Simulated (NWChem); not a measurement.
System meant: C2HCl2FSi; SMILES C#C[Si](F)(Cl)Cl

Input file for NWChem:

```
start job
memory heap 200 mb stack 900 mb global 1100 mb
geometry units angstroms noautosym nocenter noautoz
  C     -0.459852    -2.944812     0.000000
  C     -0.169022    -1.764564     0.000000
  Si     0.254776    -0.008737     0.000000
  F      1.853540     0.155436     0.000000
  Cl    -0.466867     0.905452    -1.667997
  Cl    -0.466867     0.905452     1.667997
  H     -0.717013    -3.990299     0.000000
end
basis spherical
  C library 6-31g*
  Si library 6-31g*
  F library 6-31g*
  Cl library 6-31g*
  H library 6-31g*
end
dft
  xc m06-2x
  iterations 150
end
property
  shielding 6 1 2 3 4 5 7
end
task dft property
```

End of the output:

```
 Vector   38  Occ=0.000000D+00  E= 5.606259D-02
              MO Center=  6.2D-02,  5.5D-01,  8.2D-10, r^2= 4.1D+00
   Bfn.  Coefficient  Atom+Function         Bfn.  Coefficient  Atom+Function
  ----- ------------  ---------------      ----- ------------  ---------------
    38      1.188845  3 Si s                 34      0.646568  3 Si s
    40      0.460057  3 Si py                70     -0.457948  5 Cl s
    88     -0.457948  6 Cl s                 73     -0.455164  5 Cl pz
    91      0.455164  6 Cl pz                52     -0.336811  4 F  s
    36      0.330163  3 Si py                20     -0.278926  2 C  s

 center of mass
 --------------
 x =   0.01892682 y =   0.07323172 z =   0.00000000

 moments of inertia (a.u.)
 ------------------
        1462.857719355633           5.341001859926           0.000000000000
           5.341001859926        1000.958591673041           0.000000000000
           0.000000000000           0.000000000000        1074.089156683293

     Multipole analysis of the density
     ---------------------------------

     L   x y z        total         alpha         beta         nuclear
     -   - - -        -----         -----         ----         -------
     0   0 0 0     -0.000000    -35.000000    -35.000000     70.000000

     1   1 0 0     -0.308598     -0.045629     -0.045629     -0.217339
     1   0 1 0     -0.977863     -0.314528     -0.314528     -0.348808
     1   0 0 1      0.000000      0.000000      0.000000      0.000000

     2   2 0 0    -41.733046    -94.420361    -94.420361    147.107675
     2   1 1 0      1.679789     -0.882767     -0.882767      3.445322
     2   1 0 1      0.000000      0.000000      0.000000      0.000000
     2   0 2 0    -32.394518   -221.050102   -221.050102    409.705687
     2   0 1 1     -0.000000     -0.000000     -0.000000      0.000000
     2   0 0 2    -41.526929   -189.666371   -189.666371    337.805813

          -----------------------------------------
          Chemical Shielding Tensors (GIAO, in ppm)
          -----------------------------------------

 ------------------------------------------------------------------------
  xm06: d2 not coded                    0
 ------------------------------------------------------------------------
 ------------------------------------------------------------------------
  current input line :
    26: task dft property
 ------------------------------------------------------------------------
 ------------------------------------------------------------------------
 This error has not yet been assigned to a category
 ------------------------------------------------------------------------
 For more information see the NWChem manual at https://nwchemgit.github.io

0: xm06: d2 not coded:Received an Error in Communication
```

Q: Find the fault in this run and fix the input.

A: The run crashed. Cause: this functional's second derivatives, which shieldings need, aren't coded here; the fix takes a hybrid GGA instead. This input runs:
```
start job
memory heap 200 mb stack 900 mb global 1100 mb
geometry units angstroms noautosym nocenter noautoz
  C     -0.459852    -2.944812     0.000000
  C     -0.169022    -1.764564     0.000000
  Si     0.254776    -0.008737     0.000000
  F      1.853540     0.155436     0.000000
  Cl    -0.466867     0.905452    -1.667997
  Cl    -0.466867     0.905452     1.667997
  H     -0.717013    -3.990299     0.000000
end
basis spherical
  * library 6-31g*
end
dft
  xc pbe0
  iterations 150
end
property
  shielding 6 1 2 3 4 5 7
end
task dft property
```
It converges to -1385.97969 Ha (PBE0/6-31G* (spherical d), GIAO).
